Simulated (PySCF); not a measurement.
## Substituent chemical shifts

Parent skeleton `[CH2:1]1[CH2:2][O:3][SiH2:4][O:5]1`; one hydrogen on atom 4 is replaced by X. Hydrogens on one atom are averaged.

Calculated, not measured (PySCF 2.14.0 with density-fitted response routines): geometry: PBE0-D3(BJ)/def2-SVP, shielding tensors at PBE0/pcSseg-1 (GIAO). Rapidly exchanging positions averaged, a single conformation, no relativistic terms, isolated molecule.

Referencing at the same level of theory: TMS for ¹³C and ²⁹Si and ¹H; ¹⁷O against H2O.

Parent (X = H): C1/C2 66.9, O3/O5 36.8, Si4 2.0, H(C1)/H(C2) 3.92, H(Si4) 5.03 ppm. Effects are Δδ = δ(X) − δ(H), positive for deshielding.

Task: Give Δδ (ppm) for X = CH2OCH3, CH2Cl, tBu, CF=CF2, CH2F.

Result: 
```csv
X,SMILES,C1/C2,O3/O5,Si4,H(C1)/H(C2),H(Si4)
CH2OCH3,COC[SiH]1OCCO1,+0.5,+4.8,+8.2,-0.01,-0.17
CH2Cl,ClC[SiH]1OCCO1,+0.2,+9.7,+2.2,-0.01,-0.15
tBu,CC(C)(C)[SiH]1OCCO1,+0.5,+5.7,+16.2,-0.04,-0.22
CF=CF2,FC(F)=C(F)[SiH]1OCCO1,+0.3,+7.9,-3.4,+0.04,+0.12
CH2F,FC[SiH]1OCCO1,+0.3,+5.1,+7.9,+0.00,+0.12
```

Task: Which position responds most, and to which substituents?

Result: Si4: from -3.4 ppm with CF=CF2 to +16.2 ppm with tBu.

Experimental scales use liquid or dissolved standards, which lie at an offset from isolated H2O (liquid H2O: subtract about 36 ppm).
